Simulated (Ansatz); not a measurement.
Computed with Ansatz on PBE0-D4/def2-TZVP structures; ΔE is electronic, products minus reactants. CBS: MP2 limit from def2 TZ/QZ plus the TZ coupled-cluster correction, frozen cores. For Ge, Se outer-core shells are correlated without core-valence functions, which leaves a few kJ/mol of doubt a bond. Scalar relativity is left out up to krypton. Each species was taken in one conformer, which may not be the lowest.

Reaction (substitution at a C–Se bond): `C=C[Se][GeH3]` + `N[SiH2]S` → `C=CS[SiH2]N` + `[GeH3][SeH]`

| species | MP2/def2-QZVPP energy (Eh) |
| --- | --- |
| `C=C[Se][GeH3]` | -4555.99886 |
| `N[SiH2]S` | -744.52130 |
| `C=CS[SiH2]N` | -821.76265 |
| `[GeH3][SeH]` | -4478.75755 |

Q: Work out ΔE.

A: ΔE = (-821.76265) + (-4478.75755) − (-4555.99886) − (-744.52130) = -0.00004 Eh = -0.1 kJ/mol. CCSD(T)/CBS gives -1.5 kJ/mol.

Largest T1 diagnostic among the species: 0.012.
